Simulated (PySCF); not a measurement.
ClGeH3O. Atoms are numbered in the order given.

```xyz
6

Ge    -0.0543    -0.5634     0.0225
O      1.6442    -0.5666    -0.4578
Cl    -0.7402     1.4756     0.1451
H     -0.8010    -1.2680    -1.1067
H     -0.2433    -1.1599     1.4235
H      2.2113    -0.0949     0.1573
```
Charge 0, spin multiplicity 1.

Geometry optimised at PBE0-D3(BJ)/def2-TZVP. One conformer was computed; it need not be the lowest.

Level of theory: r2SCAN/def2-TZVPD (PySCF).

ESP charges are fitted to the potential on shells at 1.4 to 2.0 van der Waals radii. Atomic charges (e):

```csv
atom,IAO,ESP fit
Ge1,0.91,0.34
O2,___,-0.55
Cl3,___,-0.20
H4,-0.08,0.04
H5,-0.10,-0.02
H6,___,0.39
```

Task: Some entries are withheld; supply them. (The exact figures need the calculation; the answer reports its results.)

Result: 
- O2, IAO: -0.76
- Cl3, IAO: -0.33
- H6, IAO: 0.37
